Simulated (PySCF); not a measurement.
C4H10N2Si.
Z-matrix (Å and degrees, GFN2-xTB geometry), rows numbered from 1:
```
N 
C   1  1.2533
C   2  1.5049  1  128.35
N   3  1.4539  2  110.34  1   141.92
C   3  1.5275  2  106.17  1   -94.38
C   5  1.5340  3  118.40  2    79.96
Si  6  1.8815  5   66.39  3   114.42
H   1  1.0204  2  114.79  3    -4.02
H   2  1.0875  1  116.40  3  -175.84
H   3  1.0975  2  109.78  1    23.67
H   4  1.0154  3  110.09  2    58.46
H   4  1.0152  3  109.82  2   176.70
H   5  1.0878  3  111.32  2   -55.39
H   6  1.0810  5  116.16  7   114.61
H   6  1.0815  5  115.60  7  -112.69
H   7  1.4501  5  117.91  6  -105.79
H   7  1.4515  5  116.94  6   104.06
```

Definitions: NICS(0) = −σiso at the ring centroid; NICS(1) = −σiso and NICS(1)zz = −σzz at ±1 Å along the ring normal z. Level: GIAO PBE0/pcSseg-1 (PySCF, non-relativistic, gas phase) on the GFN2-xTB geometry, one conformer.

Ring bond lengths (Å), with Mayer bond orders in brackets: C5–C6 1.534 (0.87), C6–Si7 1.881 (0.96), Si7–C5 1.892 (0.92).

Question: What do the NICS probes read (ppm)?

Answer: 
```tsv
ring	type	NICS(0)	NICS(1), two faces	NICS(1)zz, two faces	rms pucker (Å)	centre to ring atoms, mean (Å)
C5–C6–Si7	3-membered ring with Si; formal bonds all single	-27.6	-8.9 / -8.1	-18.4 / -15.0	0.00	1.02
```

Question: What can be read from them?

Answer: 
- C5–C6–Si7: mean NICS(1)zz -16.7 ppm, shielded. C5, C6, Si7 have four or more neighbours, so the value isn't read as a sign of a π ring current. The two faces differ by 3.4 ppm, so no symmetry operation interchanges them. NICS(0) lies 19 ppm below the mean NICS(1).

Question: How shielded are the nuclei of the rings and their hydrogens (means over atoms taken as equivalent)?

Answer: 
| atoms | environment | σ isotropic (ppm) | principal values of the symmetric part, first atom (ppm) |
| --- | --- | --- | --- |
| C5 | sp3 carbon bound to silicon | 161.3 | 118.6, 161.3, 203.9 |
| C6 | sp3 carbon bound to silicon | 186.2 | 159.6, 188.9, 210.0 |
| Si7 | SiH2 silicon | 495.2 | 393.6, 405.3, 686.9 |
| H13 | methine hydrogen | 30.66 | 26.0, 29.2, 36.8 |
| H14 | methylene hydrogen | 30.94 | 25.4, 26.4, 41.0 |
| H15 | methylene hydrogen | 31.33 | 25.9, 28.6, 39.6 |
| H16 | Si–H hydrogen | 29.05 | 23.7, 26.0, 37.4 |
| H17 | Si–H hydrogen | 29.23 | 24.2, 27.3, 36.3 |

Hardware: one thread of an Arm Neoverse V1, no GPU, on a shared host. Cost: 29 s, 0.81 GiB resident at most. This is the whole shielding run at PBE0/pcSseg-1, SCF included.
